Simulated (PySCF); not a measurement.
This PySCF input asks for the NMR shieldings of `O=[P@]1(CO)C(C)=C1F`, C4H6FO2P; the geometry comes from GFN2-xTB.

```python
import basis_set_exchange as bse
import numpy as np
from pyscf import gto, dft
from pyscf.prop import nmr

atoms = """
C    -2.298967    0.722075    0.567587
C    -1.130297   -0.150372    0.369382
C    -0.761023   -1.297560   -0.220737
F    -1.355970   -2.236192   -0.949768
P     0.597139   -0.608124    0.735849
O     1.101238   -1.111501    2.018233
C     1.941146    0.191016   -0.275281
O     2.701767    0.980546    0.574448
H    -3.169777    0.300882    0.067962
H    -2.508402    0.823908    1.631874
H    -2.099561    1.717504    0.171636
H     2.533487   -0.615712   -0.736925
H     1.517446    0.825628   -1.053364
H     2.931096    0.457430    1.356963
"""
names = dict.fromkeys(["C", "F", "P", "O", "H"], "pcSseg-1")
basis = {el: gto.basis.parse(bse.get_basis(n, elements=[el], fmt="nwchem")) for el, n in names.items()}
mol = gto.M(atom=atoms, basis=basis, charge=0, verbose=0)
mf = dft.RKS(mol, xc="PBE0")
mf.grids.level = 2
mf.grids.alignment = dft.numint.BLKSIZE   # the property module wants whole blocks of grid points
mf.conv_tol = 1e-9
mf.kernel()

calc = nmr.RKS(mf)   # GIAO
C = mf.mo_coeff
Co = C[:, mf.mo_occ > 0]
resp = mf.gen_response(singlet=True, hermi=2)
def vind(x):   # induced exchange potential for any number of trial vectors
    d = np.einsum("pi,xij,qj->xpq", C, 2 * x.reshape(-1, C.shape[1], Co.shape[1]), Co, optimize=True)
    return np.einsum("xpq,pi,qj->xij", resp(d - d.transpose(0, 2, 1)), C, Co, optimize=True).ravel()
mo1, _ = nmr.rhf.solve_mo1(calc, with_cphf=vind)
sigma = calc.kernel(mo1)
for i, s in enumerate(sigma):   # ppm
    print("%2d %-2s %9.2f" % (i, mol.atom_pure_symbol(i), np.trace(s) / 3))
```

Question: Give the expected output.

Answer: 
```
 0 C     174.90
 1 C      39.27
 2 C       3.03
 3 F     255.60
 4 P     375.05
 5 O     210.45
 6 C     117.10
 7 O     323.64
 8 H      29.07
 9 H      29.49
10 H      29.74
11 H      26.87
12 H      27.81
13 H      29.86
```

These numbers come from an equivalent density-fitted implementation of the same equations, which agrees with the script to about 0.01 ppm for H and up to a few tenths of a ppm for heavy atoms, so last digits may differ.

Question: Turn these shieldings into chemical shifts. Scale: ¹³C (σ = 186.93 ppm) and ¹H (σ = 31.72 ppm) vs TMS; CFCl3 for ¹⁹F (σ = 170.95 ppm); H3PO4 for ³¹P (σ = 318.38 ppm); ¹⁷O (σ = 336.08 ppm) against H2O (reference shieldings calculated alike).

Answer: Averaging equivalent atoms: C 2: 183.9; C 1: 147.7; C 6: 69.8; C 0: 12.0; F 3: -84.7; P 4: -56.7; O 5: 125.6; O 7: 12.4; H 11: 4.84; H 12: 3.91; H 8/9/10: 2.28; H 13: 1.86 ppm. Unscaled 19F shifts against computed CFCl3 carry errors that often reach 10 to 50 ppm. Experimental scales use liquid or dissolved standards, which lie at an offset from isolated H2O (liquid H2O: subtract about 36 ppm) and H3PO4.

Size and cost of the density-fitted run: 173 basis functions, 20 s wall time on 1 thread of an Arm Neoverse V2, shared host; peak memory 0.77 GiB.
